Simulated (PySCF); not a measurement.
CHO₂, SMILES [OH+]=C=O, charge +1.

The structure is a stationary point at PBE0-D3(BJ)/def2-TZVP. The isomer is the one that the SMILES or the coordinates give; other isomers of the formula were not compared.

Two levels are set side by side: TDA-PBE/def2-TZVPD (PySCF) and ADC(2)/aug-cc-pVDZ (PySCF). Vertical, same geometry; the bases differ. Differences are taken from unrounded values.

```
quantity                        TDA-PBE
------------------------------  -------
lowest singlet excitation (eV)     8.30
```

Problem. These are the TDA-PBE values. What does ADC(2) give? (Estimate from the structure and the level; the computed values follow.)

Solution. 
```csv
quantity,ADC(2),TDA-PBE minus ADC(2)
lowest singlet excitation (eV),8.83,-0.54
```

Functionals without exact exchange tend to place singlet excitations lower, as here. Differences between two approximate levels are no errors against the true value.

Rough cost on one machine, each run with all the roots and properties that it gave: ADC(2) against TDA-PBE about 2 times.
